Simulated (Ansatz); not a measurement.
Geometry optimisation, Ansatz 0.2.0, RHF/def2-mTZVP.

Input:

```yaml
crystal:
  periodic: [false, false, false]
  atoms:
    - { symbol: Ta, position_ang: [0.0, 0.0, 0.0] }
    - { symbol: "N", position_ang: [2.16, 0.0, 0.0] }
    - { symbol: H, position_ang: [2.69, -0.5118, 0.762] }
    - { symbol: H, position_ang: [2.69, 0.5118, -0.762] }
    - { symbol: O, position_ang: [0.0, 0.0, 2.02] }
    - { symbol: H, position_ang: [-0.2547, -0.9174, 2.3571] }
    - { symbol: "N", position_ang: [0.0, 0.0, -2.16] }
    - { symbol: H, position_ang: [-0.6116, -0.6845, -2.69] }
    - { symbol: H, position_ang: [0.6116, 0.6845, -2.69] }
    - { symbol: "N", position_ang: [-1.08, 1.8706, 0.0] }
    - { symbol: H, position_ang: [-1.6414, 2.1584, 0.8518] }
    - { symbol: H, position_ang: [-1.0486, 2.5007, -0.8518] }
    - { symbol: O, position_ang: [-1.01, -1.7493, 0.0] }
    - { symbol: H, position_ang: [-1.6563, -1.7655, 0.776] }
basis:
  gaussian: { orbitals: def2-mTZVP }
hamiltonian:
  xc: hf
relax:
  f_tol: 0.02
  max_steps: 40
```

Command:

```bash
$ ansatz run input.yaml --threads 4 --pin off --max-ram 5120MiB --backend cpu --events-out ev --progress --plain --runs-dir out
```

Problem. Where does it end, and by what steps?

Solution. The forces met the threshold. After 12 steps the energy has fallen by 2.474 eV; H3 moved furthest, 0.75 Å.

```
step  energy less start (eV)  largest force component (eV/Å)  accepted
   0                  0.0000                           3.312       yes
   1                 -1.8732                           2.179       yes
   2                 -2.2270                           1.161       yes
   3                 -2.3747                           0.507       yes
   4                 -2.4213                           0.358       yes
   5                 -2.4470                           0.288       yes
   6                 -2.4597                           0.212       yes
   7                 -2.4448                           0.530        no
   8                 -2.4703                           0.104       yes
   9                 -2.4728                           0.034       yes
  10                 -2.4733                           0.041       yes
  11                 -2.4735                           0.038       yes
  12                 -2.4736                           0.018       yes
```

```xyz
14
Properties=species:S:1:pos:R:3
Ta -0.099 0.009 -0.067
N 1.907 -0.019 0.050
H 2.424 0.178 0.881
H 2.516 -0.182 -0.721
O -0.141 -0.104 1.889
H 0.368 -0.581 2.522
N 0.072 0.041 -2.081
H -0.452 -0.576 -2.668
H 0.709 0.576 -2.635
N -1.030 1.761 0.078
H -1.208 2.209 0.952
H -1.345 2.309 -0.692
O -1.175 -1.583 -0.297
H -1.698 -1.940 0.404
```

Whether the end is a true minimum wasn't checked by a vibrational analysis.

Run time: 31 s on 4 threads of Arm Neoverse V2 (shared host), peak memory 0.51 GiB.
